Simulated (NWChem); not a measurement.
# C₄H₆O; SMILES C(OC)C#C

```xyz
11

C      0.2819     2.5730     0.0000
C     -0.0889     1.4216     0.0000
C     -0.5687     0.0438     0.0000
O      0.4987    -0.8561     0.0000
C      0.0801    -2.1854     0.0000
H      0.6184     3.5935     0.0000
H     -1.2191    -0.1091     0.8883
H     -1.2191    -0.1091    -0.8883
H      0.9778    -2.8185     0.0000
H     -0.5247    -2.4326     0.8958
H     -0.5247    -2.4326    -0.8958
```
Atoms are numbered in this order, from 1.

Results from NWChem. All runs use the structure optimised with PBE0/def2-SVP. Level: M06-2X/def2-SVP with SMD (1 M gas to 1 M solution), gas-phase geometry.

Problem. Among these, which solvent gives the highest value of “cavity-dispersion-structure term (kcal/mol)”?
A) water
B) 1-octanol
C) acetone
D) ethyl acetate

Solution. A, water. Values: ethyl acetate 0.3; acetone 0.6; 1-octanol 2.5; water 4.9
